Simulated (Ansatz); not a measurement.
GaH₂, SMILES [GaH2], multiplicity 2.

The structure is a stationary point at B3LYP-D3(BJ)/def2-TZVPD. The spin state was assumed, not searched. The isomer is the one that the SMILES or the coordinates give; other isomers of the formula were not compared.

Two levels are set side by side: PBE/def2-TZVPD (Ansatz, an electronic-structure program) and CAM-B3LYP/def2-TZVPD (Ansatz). Energy differences of separate SCF runs at the same geometry; the states with an electron removed or added have multiplicity 1 and 1. Differences are taken from unrounded values.

| quantity | CAM-B3LYP |
|---|---|
| vertical ionisation energy (eV) | 8.12 |
| vertical electron affinity (eV) | 0.65 |

**Question.** What does PBE give, and how far is it from CAM-B3LYP? (The exact figures need the calculation; the answer reports its results.)

**Answer.** 
```csv
quantity,PBE,PBE minus CAM-B3LYP
vertical ionisation energy (eV),7.98,-0.15
vertical electron affinity (eV),0.61,-0.05
```
